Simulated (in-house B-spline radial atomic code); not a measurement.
A radial electron density 4πr²n(r) was computed for an atom or ion in its tabulated ground configuration with an all-electron radial atomic-structure program (B-spline basis); method: Dirac-Kohn-Sham B97-1, spherical fractional occupations, exact exchange averaged over the configuration. Columns: r (bohr), 4πr²n(r) (electrons per bohr), bar.

```
 0.00171    0.978 #
 0.00204    1.348 #
 0.00242    1.831 ##
 0.00288     2.49 ##
 0.00342    3.355 ###
 0.00407    4.505 ####
 0.00484    5.994 ######
 0.00575    7.886 #######
 0.00684    10.28 ##########
 0.00813    13.21 ############
 0.00967    16.71 ################
  0.0115    20.75 ###################
  0.0137    25.23 ########################
  0.0162    29.68 ############################
  0.0193     34.1 ################################
   0.023    37.79 ###################################
  0.0273    40.16 #####################################
  0.0325    40.88 ######################################
  0.0386    39.84 #####################################
  0.0459    37.47 ###################################
  0.0546     34.8 ################################
  0.0649    33.29 ###############################
  0.0772    34.21 ################################
  0.0917    37.82 ###################################
   0.109    42.96 ########################################
    0.13    47.05 ############################################
   0.154    47.18 ############################################
   0.183    42.34 #######################################
   0.218    34.05 ################################
   0.259    26.56 #########################
   0.308    23.37 ######################
   0.366    24.93 #######################
   0.436    28.01 ##########################
   0.518    28.32 ##########################
   0.616    24.06 ######################
   0.732    16.77 ################
    0.87     9.44 #########
    1.03    4.326 ####
    1.23    1.483 #
    1.46   0.4036 
    1.74  0.07777 
    2.07  0.01047
```

**Question.** Which atom or ion is it?
A. As8+
B. As7+
C. Kr9+
D. Ge8+

**Answer.** A. The area under the curve, ∫4πr²n dr = ∫r·4πr²n d(ln r) on this logarithmic grid, is 25 electrons, which only this option has. The configuration is [Ar] 3d7.
